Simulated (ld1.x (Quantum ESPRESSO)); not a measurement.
Tb: what ld1.x (Quantum ESPRESSO) 7.5 does with a changed input

Command:

```bash
ld1.x < Tb.in > Tb.out
```

Input:

```
&input
   title='Tb', zed=65., rel=1, dft='PBE', iswitch=3,
   config='[Xe] 4f9 5d0 6s0 6p0',
   nld=4, rlderiv=2.60, eminld=-7.0, emaxld=5.0, deld=0.02
 /
 &inputp
   pseudotype=2, tm=.true., lloc=-2, rcloc=1.00,
   nlcc=.true., new_core_ps=.true., rcore=1.10,
   file_pseudopw='Tb.UPF', file_wfcaegen='ae.wfc', file_wfcncgen='nc.wfc', file_beta='beta', file_chi='chi', file_wfcusgen='us.wfc'
 /
8
5S  1  0   2.00   0.00  1.70  2.05  0.0
6S  2  0   0.00   0.00  1.70  2.05  0.0
5P  2  1   6.00   0.00  2.05  2.40  0.0
6P  3  1   0.00   0.00  2.05  2.40  0.0
5D  3  2   0.00   0.00  1.55  2.10  0.0
5D  3  2   0.00   1.20  1.55  2.10  0.0
4F  4  3   9.00   0.00  1.20  1.30  0.0
4F  4  3   0.00  -0.75  1.20  1.30  0.0
 &test
   configts(1)='4f9 5s2 5p6 5d0 6s0 6p0'
 /
```

Output (end):

```

      Computing core charge for nlcc:

       r > 1.11 : true rho core
      Core charge pseudized with two Bessel functions
      Integrated core pseudo-charge :  13.01

      Wfc   5S  rcut= 1.691  Using Troullier-Martins method

      Wfc   6S  rcut= 1.691  Using Troullier-Martins method

      Wfc   5P  rcut= 2.066  Using Troullier-Martins method

      Wfc   6P  rcut= 2.066  Using Troullier-Martins method

      Wfc   5D  rcut= 1.569  Using Troullier-Martins method

      Wfc   5D  rcut= 1.569  Using Troullier-Martins method

      Wfc   4F  rcut= 1.192  Using Troullier-Martins method

      Wfc   4F  rcut= 1.192  Using Troullier-Martins method

       Warning: n=1, l=0 expected 0 nodes, found 1
       Setting wfc to zero for this iteration
       (This warning will only be printed once per wavefunction)

       Warning: n=2, l=1 expected 0 nodes, found 2
       Setting wfc to zero for this iteration
       (This warning will only be printed once per wavefunction)

     ------------------- End of pseudopotential generation -------------------

     Computing logarithmic derivative in   2.60357

       Warning: n=4, l=3 expected 0 nodes, found 1
       Setting wfc to zero for this iteration
       (This warning will only be printed once per wavefunction)

 %%%%%%%%%%%%%%%%%%%%%%%%%%%%%%%%%%%%%%%%%%%%%%%%%%%%%%%%%%%%%%%%%%%%%%%%%%%%%%
     Error in routine run_pseudo (1):
     Errors in PS-KS equation
 %%%%%%%%%%%%%%%%%%%%%%%%%%%%%%%%%%%%%%%%%%%%%%%%%%%%%%%%%%%%%%%%%%%%%%%%%%%%%%

     stopping ...
```

**Question.** This input was made by a single change from one that runs to its end. What was changed?

**Answer.** The change: pseudotype changed from 3 to 2. The program stops in the test that follows the generation: "run_pseudo: Errors in PS-KS equation".
